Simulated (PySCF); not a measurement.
Compound: C₆H₂N₂P₂.
Bonds: N1–C2 (triple), C2–C3, C3–C4 (aromatic), C4–P5 (aromatic), P5–C6 (aromatic), C6–P7 (aromatic), P7–C8 (aromatic), C8–C9, C9–N10 (triple), C3–C8 (aromatic). Hydrogens: H11 on C4; H12 on C6.

NICS is the negative of the GIAO shielding at a point without a nucleus: at the ring centre (0) and 1 Å above and below it (1); zz is the component along the ring normal. Level: GIAO PBE0/pcSseg-1 (PySCF, non-relativistic, gas phase) on the GFN2-xTB geometry, one conformer.

Ring bond lengths (Å), with Mayer bond orders in brackets: C3–C4 1.386 (1.44), C4–P5 1.737 (1.32), P5–C6 1.731 (1.30), C6–P7 1.728 (1.32), P7–C8 1.753 (1.27), C8–C3 1.404 (1.27).

Question: Give the NICS values of each ring in ppm.

Answer: 
| ring | type | NICS(0) | NICS(1), two faces | NICS(1)zz, two faces | rms pucker (Å) | centre to ring atoms, mean (Å) |
| --- | --- | --- | --- | --- | --- | --- |
| C3–C4–P5–C6–P7–C8 | 6-membered ring with 2 P; formal bonds all aromatic | -6.9 | -9.9 / -9.9 | -23.2 / -23.2 | 0.00 | 1.61 |

Question: What can be read from them?

Answer: 
- C3–C4–P5–C6–P7–C8: mean NICS(1)zz -23.2 ppm, shielded.

Question: What does the geometric index give? Use HOMA with the parameters of Krygowski (1993).

Answer: 
- C3–C4–P5–C6–P7–C8: HOMA 0.86; the largest term is that of P7–C8, α(R − Ropt)² = 0.37.

Question: At the second NICS(1) probe listed for ring C3–C4–P5–C6–P7–C8, 1 Å off the ring, how large is the induced field along the normal in 11.7 T applied along it?

Answer: NICSzz × B0 = -23.2 ppm × 11.7 T = -271 μT, against the applied field.
